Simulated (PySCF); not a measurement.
CHO2, SMILES [O][C]O (connectivity only; charge and spin as stated), neutral, multiplicity 2. Atoms are numbered in the order given.

```xyz
4

C     -0.3871     0.1328     0.0000
O      0.1367     1.1860     0.0000
O      0.2120    -1.0663     0.0000
H     -0.4672    -1.7546     0.0000
```
Charge 0, spin multiplicity 2.

The structure is a stationary point at B3LYP-D3(BJ)/def2-TZVP. The values are those of a single conformer.

Method: B3LYP/pcH-1 run with PySCF.

Unrestricted Kohn–Sham, ⟨S²⟩ = 0.753. Hyperfine tensors hold the contact and dipolar terms, without spin-orbit corrections.

Computed hyperfine couplings:
```tsv
nucleus	A(iso) (MHz)	A(iso) (G)	dipolar principal values (MHz)
13C no. 1	554.2	197.7	-47.9, -39.8, 87.7
17O no. 2	-47.9	-17.1	-102.3, 46.7, 55.5
17O no. 3	-49.5	-17.7	-63.6, 29.7, 33.9
1H no. 4	-5.3	-1.9	-20.0, -9.9, 29.9
```

### Question
And the g tensor (effective nuclear charges for spin-orbit coupling, GIAO)? (Estimate from the structure and the level; the computed values follow.)

### Answer
principal values 1.9969, 2.0018, 2.0037; isotropic 2.0008.
